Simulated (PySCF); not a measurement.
## Dipole response of Zn(3+) (zinc, charge +3)

[Ar] 3d9, 2D determinant. All numbers are calculated (PySCF 2.14, the spin-free X2C one-electron Hamiltonian (Gaussian nucleus), in x2c-TZVPPall with one added diffuse shell each of s, p, d, f type (7s6p5d3f1g, 80 functions)). Coupled (time-dependent) response in atomic units; α is the mean over directions.

```json
{"method": "revPBE", "mean α (bohr³)": "1.599", "α xx, yy, zz": "1.550, 1.550, 1.697", "C₆ (like pair)": "3.628", "S(−4)": "0.8909"}
{"method": "PBEsol", "mean α (bohr³)": "1.599", "α xx, yy, zz": "1.550, 1.550, 1.698", "C₆ (like pair)": "3.630", "S(−4)": "0.8839"}
```

S(−4) is the Cauchy moment in α(ω) = α(0) + S(−4) ω² + …

α(iu) at revPBE:

```csv
u (hartree),α(iu) (bohr³)
0,1.599
0.0500,1.597
0.100,1.590
0.200,1.565
0.300,1.526
0.500,1.421
0.750,1.273
1.00,1.133
1.50,0.9055
2.00,0.7388
3.00,0.5207
5.00,0.3007
```

For an ion, C₆ is the dispersion term alone; charge-induced terms of lower order in 1/R come first.

The components differ because the open shell of this determinant is not spherical; for a pure term their mean is the scalar polarisability.
